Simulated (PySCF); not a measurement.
Si(F)(Me)2(NH2) (C₂H₈FNSi), SMILES C[Si](C)(N)F.

Coordinates come from a ωB97X-D3(BJ)/def2-SVP optimisation. The structure was generated by enumeration, and PubChem lists no compound with its InChIKey, so it may never have been made. The values are those of a single conformer.

All values below come from PBE/def2-TZVP (PySCF).

Symmetry labels are those of the subgroup Cs that the program uses (full group Cs).

Computed valence orbital energies around the gap with their symmetry:
```csv
orbital,symmetry,energy (eV)
HOMO−7,A",-9.93
HOMO−6,A',-9.66
HOMO−5,A",-9.53
HOMO−4,A',-9.31
HOMO−3,A",-9.08
HOMO−2,A',-8.20
HOMO−1,A",-7.24
HOMO,A',-6.21
LUMO,A',-0.02
LUMO+1,A',0.89
LUMO+2,A",1.17
LUMO+3,A',1.36
```
